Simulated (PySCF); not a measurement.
Species: C6H5F3O.
Cartesian coordinates in Å at the GFN2-xTB level; atoms count from 1:
```
atom  x, y, z in Å
C1    -3.022    0.568   -1.214
C2    -1.989    0.396   -0.427
C3    -1.240    0.595    0.810
C4    -0.694   -0.167   -0.132
O5     0.301   -0.947   -0.542
C6     1.383   -1.094    0.346
C7     2.352    0.091    0.270
F8     2.782    0.318   -0.972
F9     3.435   -0.145    1.028
F10    1.810    1.229    0.716
H11   -3.068    0.111   -2.186
H12   -3.856    1.176   -0.912
H13   -1.174    1.057    1.764
H14    1.927   -1.992    0.040
H15    1.049   -1.187    1.387
```

The closed-shell SCF was solved with PySCF and density fitting under several settings on one GFN2-xTB geometry (grid level 2 and gas phase unless stated).

| settings | basis functions | SCF cycles | E (Eh) | HOMO (eV) | LUMO (eV) | dipole (D) |
| --- | --- | --- | --- | --- | --- | --- |
| PBE0/pcSseg-1 | 195 | 14 | -605.5870 | -5.98 | 0.06 | 2.90 |
| PBE0/def2-SVPD | 252 | 14 | -605.2273 | -6.03 | -0.08 | 2.84 |
| CAM-B3LYP/6-311G** | 210 | 14 | -606.2199 | -7.15 | 1.39 | 2.91 |
| BLYP/cc-pVDZ, grid level 1, start guess huckel | 165 | 20 | -606.1589 | -4.48 | -0.56 | 2.80 |
| CAM-B3LYP/6-311G**, grid level 4 | 210 | 14 | -606.2199 | -7.15 | 1.39 | 2.91 |

Question: Estimate the rows for these settings: (1) PBE0/pcseg-1, level shift 0.2 Eh; (2) PBE0/cc-pVDZ.

Answer: 
| settings | basis functions | SCF cycles | E (Eh) | HOMO (eV) | LUMO (eV) | dipole (D) |
| --- | --- | --- | --- | --- | --- | --- |
| PBE0/pcseg-1, level shift 0.2 Eh | 165 | 11 | -605.5143 | -6.01 | 0.02 | 2.90 |
| PBE0/cc-pVDZ | 165 | 14 | -605.6778 | -5.79 | 0.30 | 2.87 |

Question: Over all rows, what range does the HOMO–LUMO gap span?

Answer: From 3.92 eV to 8.54 eV.

Question: And the dipole moment?

Answer: From 2.80 D to 2.91 D; the largest is 1.04 times the smallest, and the median is 2.90 D.

Question: Compare two rows with the functional PBE0: PBE0/pcSseg-1 and PBE0/def2-SVPD. Which energy is lower, and by how much?

Answer: PBE0/pcSseg-1 (195 functions) lies 0.3597 Eh or 226 kcal/mol below PBE0/def2-SVPD (252 functions). The smaller set gives the lower energy; the two sets aren't nested, so the variational bound doesn't order them by size.

Cycle counts include a coarse-grid stage where the run had one. All basis functions are spherical, in the Pople sets too.

One conformer stands for the species.
